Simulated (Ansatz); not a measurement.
A search over several starts for the lowest SCF solution of Li₂Sn₂⁻ at the given spin, in a small basis.

```yaml
crystal:
  periodic: [false, false, false]
  atoms:
    - {symbol: Li, position_ang: [-1.318249, 1.908961, -0.824139]}
    - {symbol: Li, position_ang: [-0.307857, 0.314056, 1.410398]}
    - {symbol: Sn, position_ang: [1.149274, -2.041632, 0.736327]}
    - {symbol: Sn, position_ang: [0.476832, -0.181385, -1.322586]}
basis:
  gaussian: {orbitals: def2-SVP, initial_orbitals: start.molden}
total_charge: -1
magnetization: {spin_polarized: true, initial_magnetization: 3}
hamiltonian: {xc: pbe0, dispersion: d4}
output: {orbitals: {seedname: orbitals}}
```

The file start.molden holds the orbitals of an earlier run on this structure, at another level or in another basis.

```sh
$ ansatz run in.yaml --threads 4 --pin off --events-out ev --progress --plain --max-ram 3916MiB
```

Shortened log:

```
Functional definition: PBE0
942 factors; integrals over basis functions are off by at most 1.7e-4 eV
mean field evaluation 1: about -12071.8407 eV, gradient 3.5e1 eV
mean field evaluation 2: about -12072.2786 eV, gradient 7.7e-1 eV
mean field evaluation 4: about -12072.3674 eV, gradient 6.8e-2 eV
mean field evaluation 8: about -12072.3677 eV, gradient 1.1e-4 eV
mean field evaluation 16: about -12071.4465 eV, gradient 8.7e0 eV
mean field evaluation 32: about -12072.3638 eV, gradient 2.8e-2 eV
mean field evaluation 64: about -12071.9769 eV, gradient 2.3e0 eV
mean field evaluation 96: about -12072.3643 eV, gradient 3.4e-1 eV
mean field -12072.36768506 eV, -443.6513294814 hartree, gradient 4.4e-6 eV, S^2 3.767180; 11 other end points of the search recorded, 0 dependent functions left out
reference -12072.36771873 eV, -443.6513307184 hartree; 27, 24 occupied and 43, 46 virtual orbitals, 942 factors
Total energy: -12072.47411140 eV, -443.6552405771 hartree
```

Hardware: 4 threads of Arm Neoverse V2 on a shared host. Wall time 9.5 s.

In the def2 sets Sn takes a core potential; there is no spin–orbit coupling. The highest occupied level of the charge -1 quartet lies above zero (up to 0.29 eV). It is a level of α spin, whose loss leaves a triplet; that state wasn't run at this geometry and level. The electron is either unbound and held by the finite basis, or the level is raised by self-interaction error. At PBE0-D4/def2-TZVPD a doublet of charge -1 lies 0.85 eV below the quartet, each at its own geometry. The structure comes from a short search, and lower isomers may exist.
